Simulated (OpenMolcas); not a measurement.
Co3+ (d6) in a complex was computed by CASSCF with the d shell active (OpenMolcas, ANO-RCC-VDZP on the metal). Its lowest spin-free states, and all those of the highest spin:

| 2S+1 | Degeneracy | E (cm-1) |
| --- | --- | --- |
| 5 | 2 | 0.0 |
| 5 | 3 | 3279 |
| 3 | 3 | 19694 |
| 3 | 2 | 21746 |
| 3 | 3 | 22062 |
| 3 | 3 | 22409 |
| 3 | 1 | 24457 |
| 3 | 3 | 25626 |
| 3 | 1 | 26186 |
| 3 | 3 | 26504 |
| 3 | 2 | 27829 |
| 3 | 3 | 29221 |

Is the site octahedral, tetrahedral or cube-like, axial, or of lower symmetry?

The states with 2S+1 = 5 have orbital degeneracies 2, 3. Threefold states need a cubic site. For d6 at this spin an octahedron puts the threefold T2 below the twofold E and a tetrahedron or cube puts the twofold E below the threefold T2, so the site is a tetrahedron or a cube, which this pattern cannot tell apart. The first gap at this spin, 3280 cm-1, is |10Dq| in ligand-field theory. The run had Co3+ with 4 ligands (bromide) in tetrahedral coordination (Td) at 2.39 Å. A charge of +0.25 e stands 2.4 Å behind each ligand. Ligand basis ANO-RCC-VDZP.

An orbital doublet at a regular site is open to a Jahn-Teller distortion, which this geometry leaves out. Without dynamic correlation the repulsion within the d shell is too large (B by tens of per cent), so at a given field states of lower spin stand too high. Ligand-to-metal charge-transfer states are missing. This ion would oxidise such ligands; the complex is a model and need not exist. With no ligand orbital active B as a rule stays too high, so bands that hang on it stand too high and its fall with covalency is understated. With metal d orbitals alone and no dynamic correlation the field as a rule comes out too small, by tens of per cent, by up to half for chloride and softer ligands, and the orbital part of g and χT, which goes as 1/10Dq, too large. No measured value stands beside these numbers; the geometry is a model, was not optimised and need not be the one that this ion takes.
